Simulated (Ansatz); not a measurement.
Total energies of CF2O2Si, SMILES `O=C1O[Si]1(F)F`.

Cartesian coordinates in Å:
```
O 1.751 1.404 -0.520
C 0.875 0.685 -0.232
O 0.722 -0.117 0.954
Si -0.580 -0.347 -0.027
F -0.789 -1.765 -0.655
F -1.979 0.139 0.479
```

Total charge 0; spin multiplicity 1. Geometry: relaxed with PBE0-D4/def2-TZVP. Basis def2-TZVPP, the Gaussian-basis code of Ansatz.

RPA on PBE orbitals: Hartree–Fock energy of these orbitals -675.62681 Eh, correlation -1.81321 Eh (frozen core).

| functional | energy without D4 (Eh) | D4 term (kJ/mol) |
| --- | --- | --- |
| HSE06 (plane-wave form) | -677.50608 | -10.3 |
| PBE-QIDH | -677.39280 | – |

Give the same for LDA (SPW92), PBE, revPBE, BLYP, r2SCAN, B97M-V, PBE0, B3LYP, r2SCANh, r2SCAN0, BHLYP, CAM-B3LYP, LC-ωPBE, ωB97X-V, ωB97M-V, B2PLYP. (Estimate.)

The calculation gave: 
| functional | energy without D4 (Eh) | D4 term (kJ/mol) |
| --- | --- | --- |
| LDA (SPW92) | -674.24058 | – |
| PBE | -677.51657 | -13.3 |
| revPBE | -677.85664 | -42.1 |
| BLYP | -678.01138 | -30.0 |
| r2SCAN | -677.85098 | -3.1 |
| B97M-V | -677.85618 | – |
| PBE0 | -677.52814 | -11.1 |
| B3LYP | -678.05762 | -21.7 |
| r2SCANh | -677.82298 | -3.3 |
| r2SCAN0 | -677.78273 | -3.6 |
| BHLYP | -677.87195 | -16.3 |
| CAM-B3LYP | -677.94315 | -11.2 |
| LC-ωPBE | -677.71757 | – |
| ωB97X-V | -677.86413 | – |
| ωB97M-V | -677.94023 | – |
| B2PLYP | -677.70412 | – |

B3LYP takes the VWN-RPA correlation (the form of Gaussian; ORCA's B3LYP/G). HSE06 is the plane-wave form, built on full-range PBE exchange. The double hybrids freeze the cores in their second-order part.

LC-ωPBE has ω = 0.4 bohr⁻¹.
